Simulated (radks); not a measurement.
Problem. The mean radii <r> (bohr) of the occupied orbitals of an atom or ion are listed with their occupations. Method: non-relativistic Kohn-Sham, LB94 model potential, spin-polarised, spherical densities, point nucleus; computed with a radial shooting solver on a logarithmic mesh with Libxc functionals.

| orbital | occ. | <r> |
|---|---|---|
| 1s down | 1 | 0.02045 |
| 1s up | 1 | 0.02045 |
| 2s up | 1 | 0.08533 |
| 2s down | 1 | 0.08537 |
| 2p up | 3 | 0.07214 |
| 2p down | 3 | 0.07218 |
| 3s up | 1 | 0.2023 |
| 3s down | 1 | 0.2022 |
| 3p up | 3 | 0.1909 |
| 3p down | 1 | 0.1907 |

Name the element and its charge. Open shells, if any, are filled with parallel spins first.

Solution. Z = 74, tungsten, charge +58: W58+ in [Ne] 3s2 3p4. The 1s radius gives Z: for a bare nucleus <r> = 1.5/Z, 0.02027 bohr for Z = 74, and screening makes it slightly larger (0.02045 here). The occupations add up to 16, and the charge is Z minus that.
